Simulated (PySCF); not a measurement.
Here is a job for PySCF.
```python
from pyscf import gto, scf, dft

mol = gto.Mole()
mol.atom = '''
    B     0.059550    0.002573   -0.897677
    F    -0.123048    0.001942    0.558103
'''
mol.basis = 'sto-3g'
mol.charge = 1
mol.spin = 1
mol.verbose = 4
mol.build()

mf = dft.UKS(mol)
mf.xc = 'pbe'
mf.kernel()
g = mf.nuc_grad_method()
grad = g.kernel()
```

What is the computed Mulliken (on the basis functions themselves) charges in atom order (PBE/STO-3G, gradient in PySCF)?

B1 0.81, F2 0.19

Give the total energy at the level PBE/STO-3G, gradient.

-122.4027 Eh

These values belong to the state on which the SCF converged, which isn't shown to be the lowest.
